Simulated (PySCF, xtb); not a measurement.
F2HS, SMILES F[SH+]F, charge +1.

GFN2-xTB in xtb at its own geometry gives an orbital gap of 5.26 eV.

Coordinates come from a PBE0-D3(BJ)/def2-TZVP optimisation. The isomer is the one that the SMILES or the coordinates give; other isomers of the formula were not compared.

Question: What does CAM-B3LYP/def2-TZVPD (PySCF) give? (The exact figures need the calculation; the answer reports its results.)

Answer: gap 11.30 eV (levels -19.31 and -8.00 eV).
